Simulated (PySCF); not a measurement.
MoO3, triplet, geometry from GFN2-xTB (such geometries of metal compounds can be far from the true shape) (the multiplicity is a formal guess) (core potentials on Mo); DF-M062X/def2-TZVPD in PySCF.

PySCF was given this input:
```python
from pyscf import gto, scf, dft
import numpy

mol = gto.M(
    atom='''
Mo   -0.000000   -0.000000   -0.000000
O    -1.132758   -1.198745   -0.100894
O    -0.102421    1.318933   -0.990069
O     1.235179   -0.120188    1.090962
''',
    basis='def2-tzvpd',
    ecp={'Mo': 'def2-tzvpd'},
    charge=0,
    spin=2,
    verbose=4,
)
print('smallest overlap eigenvalue', numpy.linalg.eigvalsh(mol.intor('int1e_ovlp'))[0])

mf = dft.UKS(mol)
mf.xc = 'm062x'
mf = mf.density_fit(auxbasis='def2-universal-jkfit')
mf = scf.addons.remove_linear_dep_(mf, threshold=1e-4, lindep=1e-4)
mf.kernel()
mf.analyze()
```

It wrote (shortened):

```
PySCF version 2.14.0

[INPUT] verbose = 4
[INPUT] num. atoms = 4
[INPUT] num. electrons = 38
[INPUT] charge = 0
[INPUT] spin (= nelec alpha-beta = 2S) = 2
[INPUT] symmetry False subgroup None
[INPUT] Mole.unit = angstrom
[INPUT] Symbol           X                Y                Z      unit          X                Y                Z       unit  Magmom
[...]
nuclear repulsion = 143.106084709188
number of shells = 56
number of NR pGTOs = 225
number of NR cGTOs = 160
basis = def2-tzvpd
ecp = {'Mo': 'def2-tzvpd'}
input.py:22: DeprecationWarning: remove_linear_dep_ is deprecated and will be removed in a future release. Linear dependency handling is now built into the SCF procedure by default. Linear dependency removal can be controlled using the following settings:
  pyscf.scf.hf.remove_overlap_zero_eigenvalue = True
  pyscf.scf.hf.overlap_zero_eigenvalue_threshold = 1e-6

  mf = scf.addons.remove_linear_dep_(mf, threshold=1e-4, lindep=1e-4)
smallest overlap eigenvalue 0.0004402927543342332
Applying remove_linear_dep_ on SCF object.
Using canonical orthogonalization with threshold 0.0001

******** <class 'pyscf.df.df_jk.DFUKS'> ********
method = DFUKS
initial guess = minao
damping factor = 0
level_shift factor = 0
DIIS = <class 'pyscf.scf.diis.CDIIS'>
diis_start_cycle = 1
diis_space = 8
diis_damp = 0
SCF conv_tol = 1e-09
SCF conv_tol_grad = None
SCF max_cycles = 50
direct_scf = False
number electrons alpha = 20  beta = 18
XC library pyscf.dft.libxc version 7.1.2
    S. Lehtola, C. Steigemann, M. J. T. Oliveira, and M. A. L. Marques,  SoftwareX 7, 1–5 (2018)
XC functionals = m062x
    Y. Zhao and D. G. Truhlar,  Theor. Chem. Acc. 120, 215 (2008)
    Y. Zhao and D. G. Truhlar,  Theor. Chem. Acc. 120, 215 (2008)
radial grids:
    Treutler-Ahlrichs [JCP 102, 346 (1995); DOI:10.1063/1.469408] (M4) radial grids

becke partition: Becke, JCP 88, 2547 (1988); DOI:10.1063/1.454033
pruning grids: <function nwchem_prune>
grids dens level: 3
symmetrized grids: False
atomic radii adjust function: <function treutler_atomic_radii_adjust>
small_rho_cutoff = 0
Set gradient conv threshold to 3.16228e-05
tot grids = 64688
******** <class 'pyscf.df.df.DF'> ********
auxbasis = def2-universal-jkfit
init E= -287.238653997928

cycle= 1 E= -293.537596594466  delta_E= -6.3  |g|= 0.714  |ddm|= 3.21
cycle= 2 E= -293.035528400905  delta_E= 0.502  |g|= 1.42  |ddm|= 0.992
cycle= 3 E= -293.706679595392  delta_E= -0.671  |g|= 0.163  |ddm|= 0.673
[...]
converged SCF energy = -293.717375314581  <S^2> = 2.0245487  2S+1 = 3.0163214
Total Energy =                        -293.717375314581091
[...]
spin_pop of  2 O 4pz       0.00035
spin_pop of  2 O 5px       0.00045
spin_pop of  2 O 5py       0.00075
spin_pop of  2 O 5pz       0.00043
spin_pop of  2 O 3dxy      0.00211
spin_pop of  2 O 3dyz      0.00037
spin_pop of  2 O 3dz^2    -0.00042
spin_pop of  2 O 3dxz     -0.00018
spin_pop of  2 O 3dx2-y2    0.00003
spin_pop of  2 O 4dxy      0.00291
spin_pop of  2 O 4dyz      0.00009
spin_pop of  2 O 4dz^2     0.00013
spin_pop of  2 O 4dxz     -0.00003
spin_pop of  2 O 4dx2-y2    0.00009
spin_pop of  2 O 5dxy      0.00098
spin_pop of  2 O 5dyz      0.00096
spin_pop of  2 O 5dz^2     0.00041
spin_pop of  2 O 5dxz      0.00013
spin_pop of  2 O 5dx2-y2    0.00112
spin_pop of  2 O 4f-3     -0.00001
spin_pop of  2 O 4f-2      0.00002
spin_pop of  2 O 4f-1     -0.00001
spin_pop of  2 O 4f+0      0.00005
spin_pop of  2 O 4f+1      0.00002
spin_pop of  2 O 4f+2      0.00005
spin_pop of  2 O 4f+3      0.00015
spin_pop of  3 O 1s       -0.00000
spin_pop of  3 O 2s        0.00799
spin_pop of  3 O 3s        0.00486
spin_pop of  3 O 4s       -0.00052
spin_pop of  3 O 5s        0.00008
spin_pop of  3 O 6s        0.00032
spin_pop of  3 O 2px       0.01407
spin_pop of  3 O 2py       0.24652
spin_pop of  3 O 2pz       0.11638
spin_pop of  3 O 3px       0.00014
spin_pop of  3 O 3py       0.00046
spin_pop of  3 O 3pz      -0.00015
spin_pop of  3 O 4px       0.00128
spin_pop of  3 O 4py      -0.00001
spin_pop of  3 O 4pz       0.00076
spin_pop of  3 O 5px       0.00076
spin_pop of  3 O 5py       0.00043
spin_pop of  3 O 5pz       0.00053
spin_pop of  3 O 3dxy      0.00117
spin_pop of  3 O 3dyz     -0.00036
spin_pop of  3 O 3dz^2    -0.00035
spin_pop of  3 O 3dxz      0.00110
spin_pop of  3 O 3dx2-y2   -0.00011
spin_pop of  3 O 4dxy      0.00212
spin_pop of  3 O 4dyz     -0.00001
spin_pop of  3 O 4dz^2     0.00033
spin_pop of  3 O 4dxz      0.00010
spin_pop of  3 O 4dx2-y2    0.00033
spin_pop of  3 O 5dxy      0.00083
spin_pop of  3 O 5dyz     -0.00000
spin_pop of  3 O 5dz^2     0.00076
spin_pop of  3 O 5dxz      0.00078
spin_pop of  3 O 5dx2-y2    0.00144
spin_pop of  3 O 4f-3      0.00009
spin_pop of  3 O 4f-2      0.00003
spin_pop of  3 O 4f-1      0.00001
spin_pop of  3 O 4f+0      0.00006
spin_pop of  3 O 4f+1      0.00003
spin_pop of  3 O 4f+2      0.00003
spin_pop of  3 O 4f+3     -0.00002

WARN: Weak orthogonality for localized orbitals 1.7968203349051622e-07

In total            20.00000 | 18.00000
Dipole moment(X, Y, Z, Debye): -0.14427, -0.10854, -0.04309
```
